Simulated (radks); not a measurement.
Values are calculated unless marked as measured or tabulated.
Isoelectronic series with 4 electrons, all held in the configuration [He] 2s2, which need not be the ground one along the series. Level of theory: Dirac Kohn-Sham, PBEsol, spin-unpolarised, spherical densities, finite nucleus; Fermi nuclear charge, rms radius of each element as measured or else 0.836 A^(1/3) + 0.57 fm (a radial shooting solver on a logarithmic mesh with Libxc functionals). Total energies (hartree) and orbital eigenvalues (eV):

ion,E (hartree),2s1/2,1s1/2
Be,-14.53518,-5.5432,-105.4533
N3+,-50.96577,-67.8537,-449.0558
Ne6+,-109.98970,-191.9767,-1039.005
Al9+,-191.69011,-377.8221,-1875.621
S12+,-296.19293,-625.7139,-2960.069
K15+,-423.66109,-936.1262,-4293.950
Ti18+,-574.29513,-1309.661,-5879.264
Mn21+,-748.33468,-1747.048,-7718.418
Ni24+,-946.06026,-2249.150,-9814.242
Ga27+,-1167.79462,-2816.966,-12170.00
Se30+,-1413.90758,-3451.645,-14789.43
Rb33+,-1684.81769,-4154.495,-17676.79
Zr36+,-1980.99497,-4926.990,-20836.84
Tc39+,-2302.96440,-5770.785,-24274.91
Pd42+,-2651.31557,-6687.740,-27996.99
In45+,-3026.70503,-7679.930,-32009.74
Te48+,-3429.85706,-8749.664,-36320.51
Cs51+,-3861.5894,-9899.534,-40937.61
Ce54+,-4322.7968,-11132.40,-45870.11
Pm57+,-4814.4775,-12451.47,-51128.11
Gd60+,-5337.7126,-13860.27,-56722.52
